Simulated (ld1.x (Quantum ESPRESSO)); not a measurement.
# Varying the TM potential for Fe (Z = 26)

Base potential:

```json
{"Element": "iron", "Generator": "ld1.x (Quantum ESPRESSO) 7.5", "Type": "norm-conserving Troullier–Martins (Kleinman–Bylander form)", "Functional": "PBE", "Relativity": "scalar-relativistic", "Frozen core": "[Ne]", "Valence charge": "16", "Reference configuration": "3s2 3p6 3d6.5 4s1.5 4p0", "Partial waves": "3s (bound): rc 0.75 bohr; 3p (bound): rc 0.75 bohr; 3d (bound): rc 1.45 bohr", "Local potential": "the d channel", "Core correction": "Bessel-smoothed model core, default radius (core density twice the valence density)"}
```

Occupied shells without a wave of their own: 4s. They enter only through the test configuration that unscreens the potential, and ld1.x also counts them in the model core charge.

All-electron outer shells of the reference configuration (PBE, scalar-relativistic, ld1.x):

```json
{"shell": "2s", "level (eV)": "-816.95", "outermost node (bohr)": "0.08", "outermost maximum (bohr)": "0.22"}
{"shell": "2p", "level (eV)": "-695.71", "outermost node (bohr)": "–", "outermost maximum (bohr)": "0.18"}
{"shell": "3s", "level (eV)": "-91.55", "outermost node (bohr)": "0.33", "outermost maximum (bohr)": "0.70"}
{"shell": "3p", "level (eV)": "-57.65", "outermost node (bohr)": "0.30", "outermost maximum (bohr)": "0.72"}
{"shell": "3d", "level (eV)": "-5.48", "outermost node (bohr)": "–", "outermost maximum (bohr)": "0.72"}
{"shell": "4s", "level (eV)": "-4.74", "outermost node (bohr)": "1.01", "outermost maximum (bohr)": "2.47"}
{"shell": "4p", "level (eV)": "-1.08", "outermost node (bohr)": "1.11", "outermost maximum (bohr)": "3.55"}
```

Cutoffs, loose and tight: the cutoffs (Ry, on a coarse ladder) from which the occupation-weighted sum of valence levels, in a spherical-Bessel basis at the reference potential, stays within 10 and 1 mRy of its value at 400 Ry. They do not see the model core or the augmentation charge, which bear on the density cutoff. Test errors are all-electron minus pseudo excitation energies from the reference, over the configurations 3s2 3p6 3d6 4s2 4p0; 3s2 3p6 3d6 4s1 4p0; 3s2 3p6 3d6 4s0 4p0; 3s2 3p6 3d6 4s1.5 4p0; 3s2 3p6 3d5 4s0 4p0; 3s2 3p6 3d7 4s0 4p0; 3s2 3p6 3d4 4s0 4p0. A dash means not determined; rows that change the core or the reference have their own tests.

With those shells counted twice in exchange and correlation these files are broken, and their errors move erratically; no question is asked of them.

Cutoffs are not given where the Bessel-basis levels miss the radial ones by over 6 mRy, ghosts where they miss by over 20 mRy; a channel whose overlap is not positive is not tested.

```csv
change,outcome,"cutoff, loose","cutoff, tight",bound ghosts,largest test error (meV)
base,"generated, misses its reference levels by 0.17 eV",200 Ry,over 300 Ry,none,+117
"all radii but the core radius scaled by about 0.77 (s 0.58, p 0.58, d 1.12 bohr)",generated,–,–,none,-1682
"all radii but the core radius scaled by about 0.85 (s 0.64, p 0.64, d 1.24 bohr)",generated,over 300 Ry,over 300 Ry,none,-895
"all radii but the core radius scaled by about 0.91 (s 0.68, p 0.68, d 1.32 bohr)",generated,230 Ry,over 300 Ry,none,-540
"all radii but the core radius scaled by about 1.09 (s 0.82, p 0.82, d 1.58 bohr)","generated, misses its reference levels by 0.27 eV",200 Ry,over 300 Ry,none,+379
"all radii but the core radius scaled by about 1.15 (s 0.86, p 0.86, d 1.66 bohr)","generated, misses its reference levels by 0.30 eV",200 Ry,over 300 Ry,none,+456
"all radii but the core radius scaled by about 1.20 (s 0.90, p 0.90, d 1.74 bohr)","generated, misses its reference levels by 0.29 eV",180 Ry,300 Ry,none,+340
"all radii but the core radius scaled by about 1.32 (s 0.98, p 0.98, d 1.92 bohr)","generated, misses its reference levels by 0.23 eV",140 Ry,260 Ry,none,-562
"all radii but the core radius scaled by about 1.39 (s 1.04, p 1.04, d 2.02 bohr)",generated,140 Ry,200 Ry,none,-1782
```

Reading the sweep of the scale of all radii but the core radius (base = 1) (base included, trends over the rows without a ghost): The loose cutoff falls from 230 Ry at 0.91 to 140 Ry at 1.39. A larger radius leaves more room for a smooth pseudo-wave, so fewer plane waves are needed; a smaller one forces it to follow the all-electron wave where it bends sharply. The median size of the test errors (rows with all tests solved) is not monotonic: lowest 30.9 meV at 1.39, highest 400.1 meV at 0.77.
